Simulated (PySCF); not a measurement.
A structure optimised at PBE-D3(BJ)/def2-SVP, used in a PySCF frequency run:

```xyz
12

B      0.0000     0.0000    -0.3284
H      0.0000     0.0000    -1.5445
S     -1.5481     0.0000     0.5806
C     -2.7897     0.0000    -0.7690
H     -2.6884    -0.9053    -1.3959
H     -3.7869     0.0000    -0.2906
H     -2.6884     0.9053    -1.3959
S      1.5481     0.0000     0.5806
C      2.7897     0.0000    -0.7690
H      2.6884     0.9053    -1.3959
H      3.7869     0.0000    -0.2906
H      2.6884    -0.9053    -1.3959
```

**Question.** Write its SMILES, formula and point group.

**Answer.** CSBSC, C₂H₇BS₂, C2v

**Question.** What are its rotational constants (standard atomic weights)?

**Answer.** 10.067, 1.2572, 1.1342 GHz
